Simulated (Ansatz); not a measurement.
Cost and result for the atomization energy of CH$_{4}$OSSi (`CS[Si]O`) (8 atoms, 7 bonds).

Cartesian coordinates in Å:
```
C -0.4934 -0.0785 1.4669
S 0.4752 -0.6718 0.0537
Si -0.0705 0.8087 -1.4005
O 0.7953 0.3022 -2.7099
H -1.1896 -0.8569 1.7750
H -1.0543 0.8193 1.1973
H 0.1807 0.1539 2.2898
H 1.3566 -0.4771 -2.6724
```

The species carries charge 0 and has multiplicity 1. The geometry is a stationary point of PBE0-D4/def2-TZVP. It is one conformer, not always the lowest. Program: Ansatz. Hardware: A = 2 threads of an AMD EPYC 7R13 on a shared host; B = 2 threads of an AMD EPYC 7R13 on a shared host and a share of an NVIDIA H100 80 GB. Times are those of one run each, without the atoms' runs, and a repeat can differ threefold. Electronic energies, without spin–orbit coupling; frozen cores. CCSD(T)/CBS extrapolates def2-TZVPP and def2-QZVPP, and its time is that of the two runs behind it. T1 = 0.014. B3LYP takes the VWN-RPA correlation (the form of Gaussian; ORCA's B3LYP/G).

CCSD(T)/CBS is a level of theory with its own doubt, some kJ/mol a heavy atom from the limit and from the frozen cores, so smaller differences don't rank the functionals.

```json
{"level": "PBE-D4/def2-TZVPP (with forces) [A]", "functions": "202", "wall time": "2.1 s"}
{"level": "PBE0-D4/def2-TZVPP [A]", "functions": "202", "wall time": "2.3 s"}
{"level": "B3LYP-D4/def2-TZVPP (with forces) [A]", "functions": "202", "wall time": "3.4 s"}
{"level": "r2SCAN-D4/def2-TZVPP (with forces) [A]", "functions": "202", "wall time": "3.6 s"}
{"level": "B2PLYP/def2-TZVPP [A]", "functions": "202", "wall time": "4.5 s"}
{"level": "ωB97X-V/def2-TZVPP [A]", "functions": "202", "wall time": "6 s"}
{"level": "CCSD(T)/def2-TZVPP [B]", "functions": "202", "wall time": "8 s"}
{"level": "ωB97M-V/def2-TZVPP (with forces) [A]", "functions": "202", "wall time": "8.5 s"}
{"level": "CCSD(T)/def2-QZVPP [B]", "functions": "374", "wall time": "17 s"}
{"level": "CCSD(T)/CBS(def2)", "functions": "–", "wall time": "25 s"}
```

Q: What atomization energy does each give, and how far from CCSD(T)/CBS? (An estimate is asked.)

A: The calculation gave: 
```tsv
level	atomization (kcal/mol)	difference from CCSD(T)/CBS	per bond
PBE-D4/def2-TZVPP (with forces) [A]	709.1	13.2	1.9
PBE0-D4/def2-TZVPP [A]	693.1	-2.8	-0.4
B3LYP-D4/def2-TZVPP (with forces) [A]	692.8	-3.1	-0.5
r2SCAN-D4/def2-TZVPP (with forces) [A]	695.9	0.0	0.0
B2PLYP/def2-TZVPP [A]	685.1	-10.8	-1.5
ωB97X-V/def2-TZVPP [A]	696.4	0.5	0.1
CCSD(T)/def2-TZVPP [B]	673.8	-22.1	-3.2
ωB97M-V/def2-TZVPP (with forces) [A]	700.0	4.1	0.6
CCSD(T)/def2-QZVPP [B]	686.9	-9.0	-1.3
CCSD(T)/CBS(def2)	695.9	0.0	0.0
```

The D4 term adds +6.9 kcal/mol with B3LYP and +3.5 kcal/mol with PBE0; it sums over pairs of atoms, weighted by their polarisabilities, and B3LYP, whose exchange is more repulsive, gets the larger term. In def2-TZVPP, CCSD(T) changes the Hartree–Fock value by +184.1 kcal/mol (the triples alone add +12.5 kcal/mol) and MP2 by +197.1 kcal/mol; breaking electron pairs costs correlation energy, which Hartree–Fock lacks. From PBE to PBE0 (25 % exact exchange), in def2-TZVPP and without D4, the atomization energy moves by −15.3 kcal/mol: exact exchange takes away binding that semilocal exchange gives to molecules.
